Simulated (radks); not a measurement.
Results of a calculation; reference values are marked as such.
Species: Sr2+. Configuration: [Kr]. Level of theory: Dirac Kohn-Sham, LDA (Slater exchange, Perdew-Wang correlation), spin-unpolarised, spherical densities, point nucleus (a radial shooting solver on a logarithmic mesh with Libxc functionals). Some entries of the table are withheld. Estimate them.

orbital,occ.,eigenvalue (eV),<1/r> (bohr^-1),r(max) (bohr)
1s1/2,2,-15920.71,38.95,(1)
2s1/2,2,-2168.141,8.767,0.1454
2p1/2,2,-1976.019,8.746,0.1137
2p3/2,4,-1907.737,8.406,0.1172
3s1/2,2,-346.7068,2.930,0.4365
3p1/2,2,-276.9151,2.824,(2)
3p3/2,4,-266.4227,2.742,(3)
3d3/2,4,(4),2.521,0.3740
3d5/2,6,(5),2.500,0.3767
4s1/2,2,-54.8416,1.000,1.186
4p1/2,2,-37.4672,0.8745,1.302
4p3/2,4,-36.2600,0.8531,1.329
5s1/2,0,-13.5532,0.3763,3.131
4d3/2,0,-13.4479,0.5442,1.902
4d5/2,0,-13.3607,0.5405,1.915

Answer. 
(1) 1s1/2 r(max) (bohr): 0.02556
(2) 3p1/2 r(max) (bohr): 0.4250
(3) 3p3/2 r(max) (bohr): 0.4340
(4) 3d3/2 eigenvalue (eV): -143.4182
(5) 3d5/2 eigenvalue (eV): -141.5853
